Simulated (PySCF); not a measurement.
CH2BCl (calculated)

Calculation on a computer-drawn molecule: vertical ionisation energy to the stated ion spin, frozen-core CCSD(T) at the basis limit and cheaper methods, single-reference cases, UHF for radicals, no spin-orbit; all values are single points at the evaluated structure, the first of each entry, which is the reference or a displaced copy of it and isn't optimised; the reference structure only sets the zero of the energies above reference; triples share is (T) over the correlation energy. Program: PySCF 2.14.0.

Common to all runs: charge 0; multiplicity 1; ion multiplicity 2; diffuse functions no; basis cc-pV(n+d)Z; reference is the Hartree-Fock double-zeta minimum; best is HF at quadruple zeta + MP2 correlation extrapolated from triple and quadruple zeta + CCSD(T) minus MP2 at triple zeta; basis step is the size of the change from the same recipe one zeta lower.

```yaml
- entry: 1
  formula: CH2BCl
  evaluated_structure:
    atoms_angstrom:
      - [C, -1.612, -0.7457, -0.3354]
      - [B, -1.9399, 0.3287, -0.9844]
      - [Cl, -2.5856, 1.676, -1.6637]
      - [H, -0.4714, -1.146, -0.3476]
      - [H, -2.2785, -1.6584, 0.1651]
  reference_structure:
    atoms_angstrom:
      - [C, -1.5478, -0.8008, -0.4004]
      - [B, -2.0118, 0.3526, -0.9995]
      - [Cl, -2.5832, 1.7725, -1.7369]
      - [H, -0.4899, -1.0323, -0.3563]
      - [H, -2.2234, -1.5192, 0.0489]
  given:
    drawn_bonds_atom: [1, 2, 1, 1]
    drawn_bonds_other_atom: [2, 3, 4, 5]
    drawn_bonds_order: [2, 1, 1, 1]
  results:
    "ionisation_energy_best [eV]": 9.181
    "ionisation_energy_basis_step [eV]": 0.05868
    "energy_above_reference_best [kcal/mol]": 19.94
    "energy_above_reference_basis_step [kcal/mol]": 0.5951
    triple_zeta_method: [HF, PBE, r2SCAN, B3LYP, wB97X, MP2, CCSD, "CCSD(T)"]
    "triple_zeta_ionisation_energy [eV]": [7.746, 8.946, 8.852, 8.995, 8.978, 9.072, 8.939, 9.022]
    "triple_zeta_energy_above_reference [kcal/mol]": [22.36, 17.94, 18.84, 19.0, 19.66, 20.69, 20.72, 20.57]
    "ionisation_energy_Koopmans_at_triple_zeta [eV]": 9.26
    "ionisation_energy_EOM_CCSD_at_triple_zeta [eV]": 9.091
    "total_energy_HF_triple_zeta [hartree]": -523.1994
    "total_energy_CCSD(T)_triple_zeta [hartree]": -523.6979
    "total_energy_best [hartree]": -523.7672
    T1_diagnostic_at_triple_zeta: 0.01264
    D1_diagnostic_at_triple_zeta: 0.03756
    ion_T1_diagnostic_at_triple_zeta: 0.01781
    ion_D1_diagnostic_at_triple_zeta: 0.06893
    ion_spin_squared_at_triple_zeta: 0.7613
    triples_share_at_triple_zeta: 0.04466
    basis_functions_triple_zeta: 127
    "dipole_magnitude_HF_at_triple_zeta [debye]": 0.6055
    "dipole_magnitude_CCSD_unrelaxed_at_triple_zeta [debye]": 0.5196
    "dipole_magnitude_PBE_at_triple_zeta [debye]": 0.472
    "dipole_magnitude_r2SCAN_at_triple_zeta [debye]": 0.4884
    "dipole_magnitude_B3LYP_at_triple_zeta [debye]": 0.509
    "dipole_magnitude_wB97X_at_triple_zeta [debye]": 0.5247
- entry: 2
  formula: CH2BCl
  evaluated_structure:
    atoms_angstrom:
      - [C, -1.612, -0.7457, -0.3354]
      - [B, -1.9399, 0.3287, -0.9844]
      - [Cl, -2.5856, 1.676, -1.6637]
      - [H, -0.528, -1.1261, -0.347]
      - [H, -2.2785, -1.6584, 0.1651]
  reference_structure:
    atoms_angstrom:
      - [C, -1.5478, -0.8008, -0.4004]
      - [B, -2.0118, 0.3526, -0.9995]
      - [Cl, -2.5832, 1.7725, -1.7369]
      - [H, -0.4899, -1.0323, -0.3563]
      - [H, -2.2234, -1.5192, 0.0489]
  given:
    drawn_bonds_atom: [1, 2, 1, 1]
    drawn_bonds_other_atom: [2, 3, 4, 5]
    drawn_bonds_order: [2, 1, 1, 1]
  results:
    "ionisation_energy_best [eV]": 9.189
    "ionisation_energy_basis_step [eV]": 0.05898
    "energy_above_reference_best [kcal/mol]": 16.72
    "energy_above_reference_basis_step [kcal/mol]": 0.5811
    triple_zeta_method: [HF, PBE, r2SCAN, B3LYP, wB97X, MP2, CCSD, "CCSD(T)"]
    "triple_zeta_ionisation_energy [eV]": [7.755, 8.959, 8.864, 9.007, 8.989, 9.08, 8.949, 9.031]
    "triple_zeta_energy_above_reference [kcal/mol]": [18.57, 15.09, 15.65, 15.78, 16.3, 17.32, 17.41, 17.38]
    "ionisation_energy_Koopmans_at_triple_zeta [eV]": 9.247
    "ionisation_energy_EOM_CCSD_at_triple_zeta [eV]": 9.101
    "total_energy_HF_triple_zeta [hartree]": -523.2055
    "total_energy_CCSD(T)_triple_zeta [hartree]": -523.7029
    "total_energy_best [hartree]": -523.7723
    T1_diagnostic_at_triple_zeta: 0.01255
    D1_diagnostic_at_triple_zeta: 0.03728
    ion_T1_diagnostic_at_triple_zeta: 0.01771
    ion_D1_diagnostic_at_triple_zeta: 0.06893
    ion_spin_squared_at_triple_zeta: 0.7605
    triples_share_at_triple_zeta: 0.04437
    basis_functions_triple_zeta: 127
    "dipole_magnitude_HF_at_triple_zeta [debye]": 0.6126
    "dipole_magnitude_CCSD_unrelaxed_at_triple_zeta [debye]": 0.5307
    "dipole_magnitude_PBE_at_triple_zeta [debye]": 0.4825
    "dipole_magnitude_r2SCAN_at_triple_zeta [debye]": 0.4981
    "dipole_magnitude_B3LYP_at_triple_zeta [debye]": 0.5185
    "dipole_magnitude_wB97X_at_triple_zeta [debye]": 0.5344
- entry: 3
  formula: CH2BCl
  evaluated_structure:
    atoms_angstrom:
      - [C, -1.612, -0.7457, -0.3354]
      - [B, -1.9399, 0.3287, -0.9844]
      - [Cl, -2.5856, 1.676, -1.6637]
      - [H, -0.2714, -1.2162, -0.3497]
      - [H, -2.2785, -1.6584, 0.1651]
  reference_structure:
    atoms_angstrom:
      - [C, -1.5478, -0.8008, -0.4004]
      - [B, -2.0118, 0.3526, -0.9995]
      - [Cl, -2.5832, 1.7725, -1.7369]
      - [H, -0.4899, -1.0323, -0.3563]
      - [H, -2.2234, -1.5192, 0.0489]
  given:
    drawn_bonds_atom: [1, 2, 1, 1]
    drawn_bonds_other_atom: [2, 3, 4, 5]
    drawn_bonds_order: [2, 1, 1, 1]
  results:
    "ionisation_energy_best [eV]": 9.158
    "ionisation_energy_basis_step [eV]": 0.05656
    "energy_above_reference_best [kcal/mol]": 39.38
    "energy_above_reference_basis_step [kcal/mol]": 0.5961
    triple_zeta_method: [HF, PBE, r2SCAN, B3LYP, wB97X, MP2, CCSD, "CCSD(T)"]
    "triple_zeta_ionisation_energy [eV]": [7.718, 8.909, 8.817, 8.963, 8.945, 9.055, 8.911, 8.997]
    "triple_zeta_energy_above_reference [kcal/mol]": [44.51, 36.31, 38.4, 38.48, 40.16, 41.1, 40.62, 39.99]
    "ionisation_energy_Koopmans_at_triple_zeta [eV]": 9.333
    "ionisation_energy_EOM_CCSD_at_triple_zeta [eV]": 9.065
    "total_energy_HF_triple_zeta [hartree]": -523.1641
    "total_energy_CCSD(T)_triple_zeta [hartree]": -523.6669
    "total_energy_best [hartree]": -523.7362
    T1_diagnostic_at_triple_zeta: 0.01332
    D1_diagnostic_at_triple_zeta: 0.03978
    ion_T1_diagnostic_at_triple_zeta: 0.01923
    ion_D1_diagnostic_at_triple_zeta: 0.06884
    ion_spin_squared_at_triple_zeta: 0.7716
    triples_share_at_triple_zeta: 0.04582
    basis_functions_triple_zeta: 127
    "dipole_magnitude_HF_at_triple_zeta [debye]": 0.6151
    "dipole_magnitude_CCSD_unrelaxed_at_triple_zeta [debye]": 0.4993
    "dipole_magnitude_PBE_at_triple_zeta [debye]": 0.4558
    "dipole_magnitude_r2SCAN_at_triple_zeta [debye]": 0.4754
    "dipole_magnitude_B3LYP_at_triple_zeta [debye]": 0.4995
    "dipole_magnitude_wB97X_at_triple_zeta [debye]": 0.5121
- entry: 4
  formula: CH2BCl
  evaluated_structure:
    atoms_angstrom:
      - [C, -1.6311, -0.8079, -0.4153]
      - [B, -2.0526, 0.3848, -1.0184]
      - [Cl, -2.4688, 1.7219, -1.6946]
      - [H, -0.4625, -1.0088, -0.3658]
      - [H, -2.1886, -1.5192, 0.0987]
  reference_structure:
    atoms_angstrom:
      - [C, -1.5478, -0.8008, -0.4004]
      - [B, -2.0118, 0.3526, -0.9995]
      - [Cl, -2.5832, 1.7725, -1.7369]
      - [H, -0.4899, -1.0323, -0.3563]
      - [H, -2.2234, -1.5192, 0.0489]
  given:
    drawn_bonds_atom: [1, 2, 1, 1]
    drawn_bonds_other_atom: [2, 3, 4, 5]
    drawn_bonds_order: [2, 1, 1, 1]
  results:
    "ionisation_energy_best [eV]": 8.638
    "ionisation_energy_basis_step [eV]": 0.05988
    "energy_above_reference_best [kcal/mol]": 11.65
    "energy_above_reference_basis_step [kcal/mol]": 0.3838
    triple_zeta_method: [HF, PBE, r2SCAN, B3LYP, wB97X, MP2, CCSD, "CCSD(T)"]
    "triple_zeta_ionisation_energy [eV]": [7.11, 8.481, 8.345, 8.483, 8.42, 8.508, 8.373, 8.477]
    "triple_zeta_energy_above_reference [kcal/mol]": [13.36, 11.06, 10.99, 11.51, 11.88, 11.72, 12.31, 12.16]
    "ionisation_energy_Koopmans_at_triple_zeta [eV]": 8.516
    "ionisation_energy_EOM_CCSD_at_triple_zeta [eV]": 8.546
    "total_energy_HF_triple_zeta [hartree]": -523.2138
    "total_energy_CCSD(T)_triple_zeta [hartree]": -523.7113
    "total_energy_best [hartree]": -523.7804
    T1_diagnostic_at_triple_zeta: 0.01273
    D1_diagnostic_at_triple_zeta: 0.03383
    ion_T1_diagnostic_at_triple_zeta: 0.01474
    ion_D1_diagnostic_at_triple_zeta: 0.04878
    ion_spin_squared_at_triple_zeta: 0.7586
    triples_share_at_triple_zeta: 0.04477
    basis_functions_triple_zeta: 127
    "dipole_magnitude_HF_at_triple_zeta [debye]": 1.514
    "dipole_magnitude_CCSD_unrelaxed_at_triple_zeta [debye]": 1.37
    "dipole_magnitude_PBE_at_triple_zeta [debye]": 1.306
    "dipole_magnitude_r2SCAN_at_triple_zeta [debye]": 1.347
    "dipole_magnitude_B3LYP_at_triple_zeta [debye]": 1.359
    "dipole_magnitude_wB97X_at_triple_zeta [debye]": 1.419
- entry: 5
  formula: CH2BCl
  evaluated_structure:
    atoms_angstrom:
      - [C, -1.583, -0.7799, -0.3903]
      - [B, -2.0352, 0.3128, -1.0061]
      - [Cl, -2.5135, 1.7181, -1.7123]
      - [H, -0.4549, -1.0229, -0.3449]
      - [H, -2.2083, -1.5691, 0.0491]
  reference_structure:
    atoms_angstrom:
      - [C, -1.5478, -0.8008, -0.4004]
      - [B, -2.0118, 0.3526, -0.9995]
      - [Cl, -2.5832, 1.7725, -1.7369]
      - [H, -0.4899, -1.0323, -0.3563]
      - [H, -2.2234, -1.5192, 0.0489]
  given:
    drawn_bonds_atom: [1, 2, 1, 1]
    drawn_bonds_other_atom: [2, 3, 4, 5]
    drawn_bonds_order: [2, 1, 1, 1]
  results:
    "ionisation_energy_best [eV]": 9.083
    "ionisation_energy_basis_step [eV]": 0.05966
    "energy_above_reference_best [kcal/mol]": 4.246
    "energy_above_reference_basis_step [kcal/mol]": 0.3686
    triple_zeta_method: [HF, PBE, r2SCAN, B3LYP, wB97X, MP2, CCSD, "CCSD(T)"]
    "triple_zeta_ionisation_energy [eV]": [7.626, 8.876, 8.77, 8.912, 8.884, 8.966, 8.84, 8.926]
    "triple_zeta_energy_above_reference [kcal/mol]": [4.627, 3.689, 3.603, 3.74, 3.829, 4.395, 4.541, 4.662]
    "ionisation_energy_Koopmans_at_triple_zeta [eV]": 9.052
    "ionisation_energy_EOM_CCSD_at_triple_zeta [eV]": 9.001
    "total_energy_HF_triple_zeta [hartree]": -523.2277
    "total_energy_CCSD(T)_triple_zeta [hartree]": -523.7232
    "total_energy_best [hartree]": -523.7922
    T1_diagnostic_at_triple_zeta: 0.01247
    D1_diagnostic_at_triple_zeta: 0.03571
    ion_T1_diagnostic_at_triple_zeta: 0.01694
    ion_D1_diagnostic_at_triple_zeta: 0.06434
    ion_spin_squared_at_triple_zeta: 0.7583
    triples_share_at_triple_zeta: 0.04406
    basis_functions_triple_zeta: 127
    "dipole_magnitude_HF_at_triple_zeta [debye]": 0.752
    "dipole_magnitude_CCSD_unrelaxed_at_triple_zeta [debye]": 0.6987
    "dipole_magnitude_PBE_at_triple_zeta [debye]": 0.6657
    "dipole_magnitude_r2SCAN_at_triple_zeta [debye]": 0.6769
    "dipole_magnitude_B3LYP_at_triple_zeta [debye]": 0.6876
    "dipole_magnitude_wB97X_at_triple_zeta [debye]": 0.702
- entry: 6
  formula: CH2BCl
  evaluated_structure:
    atoms_angstrom:
      - [C, -1.583, -0.7799, -0.3903]
      - [B, -2.0352, 0.3128, -1.0061]
      - [Cl, -2.5135, 1.7181, -1.7123]
      - [H, -0.2869, -1.0591, -0.3381]
      - [H, -2.2083, -1.5691, 0.0491]
  reference_structure:
    atoms_angstrom:
      - [C, -1.5478, -0.8008, -0.4004]
      - [B, -2.0118, 0.3526, -0.9995]
      - [Cl, -2.5832, 1.7725, -1.7369]
      - [H, -0.4899, -1.0323, -0.3563]
      - [H, -2.2234, -1.5192, 0.0489]
  given:
    drawn_bonds_atom: [1, 2, 1, 1]
    drawn_bonds_other_atom: [2, 3, 4, 5]
    drawn_bonds_order: [2, 1, 1, 1]
  results:
    "ionisation_energy_best [eV]": 9.059
    "ionisation_energy_basis_step [eV]": 0.05843
    "energy_above_reference_best [kcal/mol]": 17.7
    "energy_above_reference_basis_step [kcal/mol]": 0.378
    triple_zeta_method: [HF, PBE, r2SCAN, B3LYP, wB97X, MP2, CCSD, "CCSD(T)"]
    "triple_zeta_ionisation_energy [eV]": [7.602, 8.841, 8.737, 8.881, 8.853, 8.945, 8.812, 8.9]
    "triple_zeta_energy_above_reference [kcal/mol]": [19.93, 16.11, 17.02, 17.12, 17.83, 18.44, 18.28, 18.06]
    "ionisation_energy_Koopmans_at_triple_zeta [eV]": 9.098
    "ionisation_energy_EOM_CCSD_at_triple_zeta [eV]": 8.975
    "total_energy_HF_triple_zeta [hartree]": -523.2033
    "total_energy_CCSD(T)_triple_zeta [hartree]": -523.7019
    "total_energy_best [hartree]": -523.7708
    T1_diagnostic_at_triple_zeta: 0.01283
    D1_diagnostic_at_triple_zeta: 0.03694
    ion_T1_diagnostic_at_triple_zeta: 0.01741
    ion_D1_diagnostic_at_triple_zeta: 0.06432
    ion_spin_squared_at_triple_zeta: 0.7618
    triples_share_at_triple_zeta: 0.0449
    basis_functions_triple_zeta: 127
    "dipole_magnitude_HF_at_triple_zeta [debye]": 0.7685
    "dipole_magnitude_CCSD_unrelaxed_at_triple_zeta [debye]": 0.6765
    "dipole_magnitude_PBE_at_triple_zeta [debye]": 0.6383
    "dipole_magnitude_r2SCAN_at_triple_zeta [debye]": 0.6541
    "dipole_magnitude_B3LYP_at_triple_zeta [debye]": 0.6724
    "dipole_magnitude_wB97X_at_triple_zeta [debye]": 0.6884
- entry: 7
  formula: CH2BCl
  evaluated_structure:
    atoms_angstrom:
      - [C, -1.583, -0.7799, -0.3903]
      - [B, -2.0352, 0.3128, -1.0061]
      - [Cl, -2.5135, 1.7181, -1.7123]
      - [H, -0.284, -1.0597, -0.338]
      - [H, -2.2083, -1.5691, 0.0491]
  reference_structure:
    atoms_angstrom:
      - [C, -1.5478, -0.8008, -0.4004]
      - [B, -2.0118, 0.3526, -0.9995]
      - [Cl, -2.5832, 1.7725, -1.7369]
      - [H, -0.4899, -1.0323, -0.3563]
      - [H, -2.2234, -1.5192, 0.0489]
  given:
    drawn_bonds_atom: [1, 2, 1, 1]
    drawn_bonds_other_atom: [2, 3, 4, 5]
    drawn_bonds_order: [2, 1, 1, 1]
  results:
    "ionisation_energy_best [eV]": 9.059
    "ionisation_energy_basis_step [eV]": 0.0584
    "energy_above_reference_best [kcal/mol]": 18.0
    "energy_above_reference_basis_step [kcal/mol]": 0.3778
    triple_zeta_method: [HF, PBE, r2SCAN, B3LYP, wB97X, MP2, CCSD, "CCSD(T)"]
    "triple_zeta_ionisation_energy [eV]": [7.602, 8.841, 8.736, 8.88, 8.852, 8.944, 8.812, 8.9]
    "triple_zeta_energy_above_reference [kcal/mol]": [20.27, 16.39, 17.33, 17.42, 18.14, 18.75, 18.59, 18.36]
    "ionisation_energy_Koopmans_at_triple_zeta [eV]": 9.099
    "ionisation_energy_EOM_CCSD_at_triple_zeta [eV]": 8.974
    "total_energy_HF_triple_zeta [hartree]": -523.2027
    "total_energy_CCSD(T)_triple_zeta [hartree]": -523.7014
    "total_energy_best [hartree]": -523.7703
    T1_diagnostic_at_triple_zeta: 0.01283
    D1_diagnostic_at_triple_zeta: 0.03697
    ion_T1_diagnostic_at_triple_zeta: 0.01743
    ion_D1_diagnostic_at_triple_zeta: 0.06432
    ion_spin_squared_at_triple_zeta: 0.7619
    triples_share_at_triple_zeta: 0.04492
    basis_functions_triple_zeta: 127
    "dipole_magnitude_HF_at_triple_zeta [debye]": 0.7692
    "dipole_magnitude_CCSD_unrelaxed_at_triple_zeta [debye]": 0.6764
    "dipole_magnitude_PBE_at_triple_zeta [debye]": 0.638
    "dipole_magnitude_r2SCAN_at_triple_zeta [debye]": 0.6539
    "dipole_magnitude_B3LYP_at_triple_zeta [debye]": 0.6724
    "dipole_magnitude_wB97X_at_triple_zeta [debye]": 0.6884
- entry: 8
  formula: CH2BCl
  evaluated_structure:
    atoms_angstrom:
      - [C, -1.583, -0.7799, -0.3903]
      - [B, -2.0352, 0.3128, -1.0061]
      - [Cl, -2.5135, 1.7181, -1.7123]
      - [H, -0.0524, -1.1096, -0.3287]
      - [H, -2.2083, -1.5691, 0.0491]
  reference_structure:
    atoms_angstrom:
      - [C, -1.5478, -0.8008, -0.4004]
      - [B, -2.0118, 0.3526, -0.9995]
      - [Cl, -2.5832, 1.7725, -1.7369]
      - [H, -0.4899, -1.0323, -0.3563]
      - [H, -2.2234, -1.5192, 0.0489]
  given:
    drawn_bonds_atom: [1, 2, 1, 1]
    drawn_bonds_other_atom: [2, 3, 4, 5]
    drawn_bonds_order: [2, 1, 1, 1]
  results:
    "ionisation_energy_best [eV]": 9.042
    "ionisation_energy_basis_step [eV]": 0.05172
    "energy_above_reference_best [kcal/mol]": 43.81
    "energy_above_reference_basis_step [kcal/mol]": 0.3203
    triple_zeta_method: [HF, PBE, r2SCAN, B3LYP, wB97X, MP2, CCSD, "CCSD(T)"]
    "triple_zeta_ionisation_energy [eV]": [7.552, 8.801, 8.698, 8.846, 8.815, 8.971, 8.786, 8.879]
    "triple_zeta_energy_above_reference [kcal/mol]": [49.87, 41.32, 43.56, 43.48, 45.79, 46.16, 45.06, 44.18]
    "ionisation_energy_Koopmans_at_triple_zeta [eV]": 9.202
    "ionisation_energy_EOM_CCSD_at_triple_zeta [eV]": 8.949
    "total_energy_HF_triple_zeta [hartree]": -523.1556
    "total_energy_CCSD(T)_triple_zeta [hartree]": -523.6602
    "total_energy_best [hartree]": -523.7292
    T1_diagnostic_at_triple_zeta: 0.01404
    D1_diagnostic_at_triple_zeta: 0.04137
    ion_T1_diagnostic_at_triple_zeta: 0.02517
    ion_D1_diagnostic_at_triple_zeta: 0.08363
    ion_spin_squared_at_triple_zeta: 0.813
    triples_share_at_triple_zeta: 0.04643
    basis_functions_triple_zeta: 127
    "dipole_magnitude_HF_at_triple_zeta [debye]": 0.8613
    "dipole_magnitude_CCSD_unrelaxed_at_triple_zeta [debye]": 0.6838
    "dipole_magnitude_PBE_at_triple_zeta [debye]": 0.6386
    "dipole_magnitude_r2SCAN_at_triple_zeta [debye]": 0.6631
    "dipole_magnitude_B3LYP_at_triple_zeta [debye]": 0.6971
    "dipole_magnitude_wB97X_at_triple_zeta [debye]": 0.7171
```
